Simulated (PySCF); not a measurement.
s-indacene (C₁₂H₈), SMILES C1=Cc2cc3c(cc2=C1)C=CC=3. Heavy atoms are numbered as in [CH:1]1=[CH:9][c:8]2[c:3]([cH:4][c:5]3[c:6]([cH:7]2)=[CH:10][CH:11]=[CH:12]3)=[CH:2]1. Hydrogens are named by the atom that carries them.

Geometry: PBE-D3(BJ)/def2-SVP.

All values below come from PySCF with PBE/def2-SVP.

Atomic charges (e), one atom of each kind:

| atom | Mulliken | meta-Löwdin |
|---|---|---|
| C1 (CH) | -0.01 | -0.15 |
| C2 (CH) | 0.01 | -0.08 |
| C3 | 0.02 | -0.04 |
| C4 (CH) | 0.00 | -0.05 |
| H on C1 | -0.01 | 0.11 |
| H on C2 | -0.01 | 0.11 |
| H on C4 | -0.02 | 0.11 |

### Question
Give the Mayer and Wiberg (Löwdin basis) orders of the bonds. (Estimate from the structure and the level; the computed values follow.)

### Answer

| bond | Mayer | Wiberg |
|---|---|---|
| C1–C2 | 1.33 | 1.43 |
| C2–C3 | 1.21 | 1.28 |
| C3–C4 | 1.29 | 1.39 |
| C4–C5 | 1.29 | 1.39 |
| C5–C6 | 1.19 | 1.15 |
| C6–C7 | 1.29 | 1.39 |
| C3–C8 | 1.19 | 1.15 |
| C7–C8 | 1.29 | 1.39 |
| C1–C9 | 1.33 | 1.43 |
| C8–C9 | 1.21 | 1.28 |
| C6–C10 | 1.21 | 1.28 |
| C10–C11 | 1.33 | 1.43 |
| C5–C12 | 1.21 | 1.28 |
| C11–C12 | 1.33 | 1.43 |
